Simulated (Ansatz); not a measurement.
Si(H)(OH)(SiH3)2 (H8OSi3), SMILES O[SiH]([SiH3])[SiH3].

Geometry: PBE0-D3(BJ)/def2-SVP. One conformer was computed; it need not be the lowest.

Two levels are set side by side: PBE/def2-SVPD (Ansatz, a first-principles code) and CAM-B3LYP/def2-SVPD (Ansatz). Energy differences of separate SCF runs at the same geometry; the states with an electron removed or added have multiplicity 2 and 2. Differences are taken from unrounded values.

```tsv
quantity	CAM-B3LYP	PBE	PBE minus CAM-B3LYP
vertical ionisation energy (eV)	9.44	9.03	-0.41
vertical singlet–triplet gap (eV)	5.15	4.47	-0.67
```
